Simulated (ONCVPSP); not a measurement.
P (Z = 15): excitation energies, all-electron against ONCV

ONCVPSP 4.0.1 input, shortened (lines: element, Z, core and valence counts, functional; n l f; lmax; l rc ep ncon nbas qcut; lloc lpopt rc5 dvloc0; l nproj debl; icmod fcfact rcfact), PBE, non-relativistic:

```
  P 15.00    1    4        4      upf
    1    0    2.00
    2    0    2.00
    2    1    6.00
    3    0    2.00
    3    1    3.00
    1
    0    0.95    0.00    4    7    9.70
    1    1.00    0.00    4    8   14.10
    4    2    0.90    6.00
    0    2    3.80
    1    2    1.20
    3    5.75    1.15
```

Energies are relative to the spin-unpolarised reference configuration 2s2 2p6 3s2 3p3; without spin polarisation the order of configurations can differ from experiment.

```csv
valence configuration,charge,ΔE all-electron (eV),error AE − PS (meV)
2s2 2p6 3s2 3p2,+1,9.742,+0.3
2s2 2p6 3s2 3p1,+2,28.901,+3.1
2s2 2p6 3s2 3p0,+3,58.651,+12
2s2 2p6 3s1 3p3,+1,18.767,-1.8
```
